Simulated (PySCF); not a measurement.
Job for PySCF: R-BP86/6-31G* on CH4O2Si (SMILES CO[Si]O), a point of a torsion scan.

```python
from pyscf import gto, scf, dft, mp
from pyscf.data.elements import chemcore

mol = gto.M(
    atom='''
    C    -1.00531827    0.13836653    0.30996751
    O    -0.13484143   -0.89418919    0.01009163
    Si    1.44295898   -1.31622945   -0.04035335
    O     1.96368730   -0.93231246   -1.52474384
    H    -2.02755517   -0.19734582    0.11871287
    H    -0.91561208    0.41647830    1.36590263
    H    -0.80194480    1.02417460   -0.30282798
    H     1.47623221   -0.49554785   -2.22758629
    ''',
    basis='6-31g*',
    cart=True,
    charge=0, spin=0, verbose=3, max_memory=1800)
mf = dft.RKS(mol, xc='b88,p86')
mf.conv_tol = 1e-8
mf.max_cycle = 100
mf.kernel()
if not mf.converged:
    mf = mf.newton().run(mf.mo_coeff, mf.mo_occ)
```

Program output:

```
converged SCF energy = -480.483096445995
```

The calculation finished and met its thresholds.

Cost: very roughly 30 core-seconds.
